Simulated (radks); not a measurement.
The lanthanum ion La3+ is in [Xe]. Calculated with a radial shooting solver on a logarithmic mesh with Libxc functionals: Dirac Kohn-Sham, relativistic LDA (MacDonald-Vosko exchange, VWN5 correlation), spin-unpolarised, spherical densities, finite nucleus; Fermi nuclear charge, rms radius of each element as measured or else 0.836 A^(1/3) + 0.57 fm. Sub-shells are occupied by j as written (lower j first in brackets). One electron is removed from 5s1/2, 5p1/2, 4d5/2, 5p3/2 in turn, with full relaxation. Which removal costs least, and what does each cost?

Answer. 5p3/2 50.097 eV; 5p1/2 52.985 eV; 5s1/2 68.490 eV; 4d5/2 137.19 eV. The 5p3/2 electron leaves first.
